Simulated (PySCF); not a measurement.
# TDDFT excited states: Cl2H2Mg2

(HMg-mu-Cl)2.
Geometry (PBE0-D3(BJ)/def2-SVP, Å), atoms numbered from 1 in this order:
```
atom  x, y, z in Å
Mg1   -1.0739    0.1120    1.3038
H2    -2.1390    0.2241    2.6098
Cl3    0.6079   -1.4601    0.6251
Mg4    1.0730   -0.1144   -1.3041
H5     2.1429   -0.2169   -2.6071
Cl6   -0.6109    1.4553   -0.6275
```

Theory: TDDFT CAM-B3LYP/def2-SVPD, vertical, gas phase, core orbitals frozen in the response (PySCF).

```csv
state,E (eV),λ (nm),ν̃ (cm⁻¹),f,|μ| (D),"main configurations (H = HOMO, L = LUMO)"
S1,6.31,196.4,50900,0.0000,0.03,"H→L+1 (62%), H-1→L+2 (33%)"
S2,6.33,195.7,51090,0.239,3.15,"H→L+2 (55%), H-1→L+1 (40%)"
S3,6.68,185.7,53850,0.504,4.46,H→L (93%)
S4,6.90,179.8,55630,0.0000,0.04,"H→L+3 (76%), H-1→L+5 (14%)"
S5,6.94,178.7,55970,0.0000,0.03,H-1→L (92%)
S6,7.23,171.6,58290,0.394,3.79,"H-1→L+3 (66%), H→L+5 (27%)"
S7,7.58,163.6,61110,0.0022,0.28,"H-1→L+1 (56%), H→L+2 (40%)"
S8,7.60,163.1,61310,0.0000,0.01,"H-1→L+2 (63%), H→L+1 (34%)"
S9,7.65,162.0,61730,0.0000,0.01,H-2→L (92%)
S10,7.79,159.1,62840,0.0003,0.10,"H→L+4 (60%), H-1→L+7 (24%)"
```

Triplets, Tamm–Dancoff:

```json
{"state": "T1", "E (eV)": "5.39", "λ (nm)": "230.0", "main configurations (H = HOMO, L = LUMO)": "H→L (67%), H-1→L+6 (21%)"}
{"state": "T2", "E (eV)": "5.50", "λ (nm)": "225.4", "main configurations (H = HOMO, L = LUMO)": "H-1→L (60%), H→L+6 (28%)"}
{"state": "T3", "E (eV)": "5.64", "λ (nm)": "219.7", "main configurations (H = HOMO, L = LUMO)": "H→L+1 (47%), H-1→L+2 (40%)"}
{"state": "T4", "E (eV)": "5.65", "λ (nm)": "219.6", "main configurations (H = HOMO, L = LUMO)": "H→L+2 (50%), H-1→L+1 (37%)"}
```

The lowest singlet lies at 6.31 eV (196 nm, vacuum ultraviolet) and is dark (f under 0.0005); its leading configuration is HOMO→LUMO+1 (62%). The strongest level in the table is S3 at 6.68 eV (186 nm, f = 0.504). Löwdin shares by element: HOMO hydrogen 50%, magnesium 40%; LUMO magnesium 75%, chlorine 17%. Weighted by f, the mean energy of these states is 6.80 eV. Orbital energies (eV): HOMO-3 -11.13, HOMO-2 -11.10, HOMO-1 -9.45, HOMO -9.20, LUMO -0.29, LUMO+1 -0.04, LUMO+2 0.17. The listed states span 1.48 eV. No computed singlet lies in the visible range (380 to 750 nm); the lowest, at 196 nm, stands 3.05 eV above its violet end (3.26 eV). All these states lie below the vertical ionisation energy of 10.11 eV (ΔSCF). The window holds the lowest 10 singlets.

Hardware: an x86-64 server with one thread, no GPU (shared host). Cost: 48 s of wall time.

One conformer stands for the species.
